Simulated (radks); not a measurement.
Results of a calculation; reference values are marked as such.
Task: Neutral neodymium: order these configurations by energy. Level of theory: Dirac Kohn-Sham, relativistic LDA (MacDonald-Vosko exchange, VWN5 correlation), spin-unpolarised, spherical densities, finite nucleus; Fermi nuclear charge, rms radius of each element as measured or else 0.836 A^(1/3) + 0.57 fm (a radial shooting solver on a logarithmic mesh with Libxc functionals). Sub-shells are occupied by j as written (lower j first in brackets). [Xe] 4f(5/2: 3, 7/2: 0) 5d(3/2: 1, 5/2: 0) 6s2; [Xe] 4f(5/2: 3, 7/2: 0) 6s2 6p(1/2: 1, 3/2: 0); [Xe] 4f(5/2: 4, 7/2: 0) 5d(3/2: 1, 5/2: 0) 6s1; [Xe] 4f(5/2: 4, 7/2: 0) 6s1 6p(1/2: 1, 3/2: 0); [Xe] 4f(5/2: 4, 7/2: 0) 6s2.

Result: From the lowest, in eV above it: [Xe] 4f(5/2: 4, 7/2: 0) 6s2 0.000; [Xe] 4f(5/2: 4, 7/2: 0) 5d(3/2: 1, 5/2: 0) 6s1 1.618; [Xe] 4f(5/2: 3, 7/2: 0) 5d(3/2: 1, 5/2: 0) 6s2 1.984; [Xe] 4f(5/2: 4, 7/2: 0) 6s1 6p(1/2: 1, 3/2: 0) 2.265; [Xe] 4f(5/2: 3, 7/2: 0) 6s2 6p(1/2: 1, 3/2: 0) 4.219.
